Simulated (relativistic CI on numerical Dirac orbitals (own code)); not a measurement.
**One change at a time: Mo XXVII**

Base calculation: Dirac-Coulomb-Breit CI, separate exchange-only KLI orbitals for each configuration, QED by a radiative potential, unscaled Slater integrals.

CI space (outside the closed core [Ne]): 3s²3p⁴, 3s3p⁵, 3s²3p³3d, 3p⁶, 3s3p⁴3d, 3p⁵3d, 3s3p³3d², 3s²3p²3d4p, 3p⁵4s, 3s²3p³4s, 3s3p³3d4s, 3p⁵4p, 3s²3p²3d², 3s²3p3d³, 3s3p²3d³, 3s²3p3d²4s, 3p⁴3d², 3p³3d³, 3p³3d²4s, 3s²3p²3d4s, 3s3p²3d²4s, 3s²3p3d4s². Double excitations out of closed p, d and f shells are left out; levels of such configurations are missing from the list, as are those of other unlisted configurations, and high levels can miss mixing partners.

The lowest level and the first level of each name with at least 55 % of one term (blank where a level has no safe partner in the second run):

| Level | Base (cm⁻¹) | Shift (cm⁻¹) |
| --- | --- | --- |
| 3s²3p⁴ ³P2 | 0 | 0 |
| 3s²3p⁴ ³P1 | 174788 | -174788 |
| 3s²3p⁴ ¹D2 | 219204 | -158368 |
| 3s3p⁵ ³P°2 | 765237 | -192837 |
| 3s²3p³3d ⁵D°0 | 891535 | -96229 |
| 3s²3p³3d ⁵D°1 | 928020 | -132714 |
| 3s²3p³3d ⁵D°4 | 932122 | -136816 |
| 3s3p⁵ ³P°0 | 956032 | -383632 |
| 3s²3p³3d ³D°1 | 1038684 |  |
| 3s²3p³3d ¹S°0 | 1051044 | -176647 |
| 3s²3p³3d ³F°3 | 1063916 | -190474 |
| 3s²3p³3d ³D°3 | 1080722 |  |
| 3s²3p³3d ³G°4 | 1094335 |  |
| 3s²3p³3d ³F°4 | 1114612 |  |

At this charge energies of transitions that change n are usually good to better than 1 %, and those within a shell (Δn = 0) to a few per cent.

(1) One thing was changed in a second run, which moved the levels as shown. Which?
A. configuration mixing switched off
B. QED terms removed
C. Breit term removed
D. non-relativistic limit

## Answers

(1) D. Non-relativistic limit. Without relativity the fine structure collapses and s electrons lose their extra binding.

LS names give the leading component of a level, which can be under half, so a name can repeat, a term be missing and a line seem to break the LS rules.
